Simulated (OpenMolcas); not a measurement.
Cu6+.

- Program: OpenMolcas 26.06
- Basis: ANO-R3 [7s5p5d3f2g1h]
- Scalar Hamiltonian: X2C, finite nucleus
- Active space: 5 electrons in 5 orbitals (3d)
- State averaging: 2S+1 = 6 even, 1 root; 2S+1 = 4 even, 24 roots; 2S+1 = 2 even, 75 roots
- Spin-orbit coupling: state interaction with AMFI integrals over the reference wave functions, term energies averaged over their components

Two sets of levels on these reference wave functions, in cm⁻¹ above 3d⁵ ⁶S_5/2: one from CASSCF and one from MS-CASPT2, IPEA 0.25 Eh, imaginary shift 0.1 Eh (closed shells correlated: 3s 3p).

```
               Level  Set 1  Set 2
          3d⁵ ⁶S_5/2    0.0    0.0
          3d⁵ ⁴G_5/2  47440  51670
          3d⁵ ⁴G_7/2  47570  51780
         3d⁵ ⁴G_11/2  47610  51810
          3d⁵ ⁴G_9/2  47650  51840
          3d⁵ ⁴P_5/2  52100  59190
          3d⁵ ⁴P_3/2  52400  59480
          3d⁵ ⁴P_1/2  52760  59830
          3d⁵ ⁴D_7/2  56900  64180
          3d⁵ ⁴D_1/2  57260  64530
          3d⁵ ⁴D_3/2  57540  64790
          3d⁵ ⁴D_5/2  57580  64850
         3d⁵ ²I_11/2  69400  73720
         3d⁵ ²I_13/2  69700  73980
3d⁵ ²D_5/2(1) [61 %]  72780  82020
       3d⁵ ²D_3/2(1)  74150  83530
```

Question: Which set is which?

Answer: Set 1 is MS-CASPT2. Its levels of the other terms of 3d⁵ lie at 0.88 to 0.94 of the other set's values, as expected, since terms of lower spin or lower L gain more correlation energy than the Hund ground term. Against 10 measured levels (the list in Gamrath, thesis, University of Mons (2023)) the mean absolute deviation is 1400 cm-1 with it and 8200 cm-1 without; single levels miss by up to 1900 cm-1 with it.

Term energies are means over components that CASPT2 splits; among the terms shown or strongly mixed into the levels shown the widest spread is 460 cm-1 (3d⁵ ⁴F, MS-CASPT2). Without dynamic correlation excited terms often stand tens of per cent too high (terms of higher spin than the ground term too low), and those without a measured partner can miss by more than the paired ones (holds for CASSCF). Blocks of more than 70 roots (2S+1 = 2 even) ran without multistate coupling (holds for MS-CASPT2). Measured partners are found by configuration, term and J. A level has none where our copy of the source lacks it or the pairing is in doubt (some pairs that miss far off the trend of their configuration count as doubtful), and it then counts in no deviation. Only configurations of the active space appear. Levels that lie high or do not pair safely by name in every column are left out.

A share in square brackets marks a mixed level and gives the weight of the term that names it, the lowest over the columns. A number in round brackets counts repeated terms of one configuration in the order of the reference energies.
